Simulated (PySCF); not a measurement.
Electric field gradients and quadrupole coupling constants

MnO3F (singlet state).
Geometry (PBE0-D3(BJ)/def2-SVP, Å), atoms numbered from 1 in this order:
```
atom  x, y, z in Å
Mn1    0.0211    0.0398    0.0150
O2    -0.0533    0.1412    1.5430
O3     1.4789   -0.0004   -0.4551
O4    -0.7140    1.2153   -0.6365
F5    -0.7326   -1.3959   -0.4664
```

Field gradients from the PBE0/pcSseg-1 (pcSseg-2 on Mn) density (PySCF, non-relativistic), principal values in atomic units, ordered |Vxx| ≤ |Vyy| ≤ |Vzz|:

```json
{"atom": "Mn1", "Vxx": "-0.1776", "Vyy": "-0.2014", "Vzz": "0.3791"}
{"atom": "O2", "Vxx": "0.1578", "Vyy": "0.7709", "Vzz": "-0.9288"}
{"atom": "O3", "Vxx": "0.1589", "Vyy": "0.7725", "Vzz": "-0.9315"}
{"atom": "O4", "Vxx": "0.1606", "Vyy": "0.7736", "Vzz": "-0.9343"}
```

Problem. Find the asymmetry η = (Vxx − Vyy)/Vzz and the couplings χ = eQV/h (234.96 MHz × Q in barn × V in au), with Q(55Mn) = 0.33 b, Q(17O) = −0.0256 b.

Solution. 
```tsv
atom	environment	nucleus	η	χzz (MHz)	χxx (MHz)	χyy (MHz)
Mn1	manganese bonded to F and 3 O	55Mn	0.06	29.39	-13.77	-15.62
O2	oxygen bonded to Mn	17O	0.66	5.59	-0.95	-4.64
O3	oxygen bonded to Mn	17O	0.66	5.60	-0.96	-4.65
O4	oxygen bonded to Mn	17O	0.66	5.62	-0.97	-4.65
```

Problem. What is Vzz at O3 in SI units (1 au = 9.71736 × 10²¹ V/m²)?

Solution. -0.9315 au = -9.051 × 10²¹ V/m².

Isolated species at its PBE0-D3(BJ)/def2-SVP geometry, gas phase. These gradients aren't converged with respect to the basis. Field gradients at transition-metal nuclei can change strongly with the functional.
